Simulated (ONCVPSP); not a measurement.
# iron (Fe), ONCV: configuration errors across variants

ONCVPSP 4.0.1 input, shortened (lines: element, Z, core and valence counts, functional; n l f; lmax; l rc ep ncon nbas qcut; lloc lpopt rc5 dvloc0; l nproj debl; icmod fcfact rcfact), PBE, scalar-relativistic:

```
  Fe 26.00    3    3        4      upf
    1    0    2.00
    2    0    2.00
    2    1    6.00
    3    0    2.00
    3    1    6.00
    3    2    6.00
    2
    0    1.15    0.00    3    6    8.20
    1    1.00    0.00    3    7   16.60
    2    0.85    0.00    3    8   13.10
    4    5    0.80    0.00
    0    2    3.70
    1    2    2.30
    2    3    2.90
    0    0.00    0.00
```

In the s channel the program set the typed energies aside and used -4.133, 0.250 Ha. In the p channel the program set the typed energies aside and used -2.885, 0.250 Ha.

All-electron excitation energies from the reference (eV): (1) 3s2 3p6 3d6 4s2 -24.932; (2) 3s2 3p6 3d6 4s1 -16.203; (3) 3s2 3p6 3d5 34.223.

A true bound ghost makes a file unfit for plane-wave use even where its test errors are small: the radial tests pick states by their node count and pass the ghost by.

Errors AE − PS in meV (a dash: test not solved or not reliable):

```tsv
change	(1)	(2)	(3)	bound ghosts	GHOST(+) flags above zero
base	+5.4	+2.6	-2.8	none	none
all radii scaled by about 0.80 (s 0.92, p 0.80, d 0.68 bohr); local potential polynomial inside 0.64 bohr (lpopt 5, dvloc0 0 Ha)	+3.6	+1.7	+21	d	s
all radii scaled by about 0.89 (s 1.02, p 0.88, d 0.76 bohr); local potential polynomial inside 0.70 bohr (lpopt 5, dvloc0 0 Ha)	+4.4	+2.1	-11	none	s, d
all radii scaled by about 1.08 (s 1.24, p 1.08, d 0.92 bohr); local potential polynomial inside 0.86 bohr (lpopt 5, dvloc0 0 Ha)	+6.1	+2.9	+1.8	none	none
all radii scaled by about 1.16 (s 1.34, p 1.16, d 0.98 bohr); local potential polynomial inside 0.92 bohr (lpopt 5, dvloc0 0 Ha)	+6.9	+3.3	+5.3	none	none
all radii scaled by about 1.22 (s 1.40, p 1.22, d 1.04 bohr); local potential polynomial inside 0.98 bohr (lpopt 5, dvloc0 0 Ha)	+7.4	+3.6	+8.3	none	none
all radii scaled by about 1.34 (s 1.54, p 1.34, d 1.14 bohr); local potential polynomial inside 1.06 bohr (lpopt 5, dvloc0 0 Ha)	+7.8	+3.8	+14	none	none
```

Task: Give the same row for: all radii scaled by about 0.96 (s 1.10, p 0.96, d 0.82 bohr); local potential polynomial inside 0.76 bohr (lpopt 5, dvloc0 0 Ha).

Result: +5.1, +2.4, -5.0; bound ghosts: none; GHOST(+) flags above zero: s.
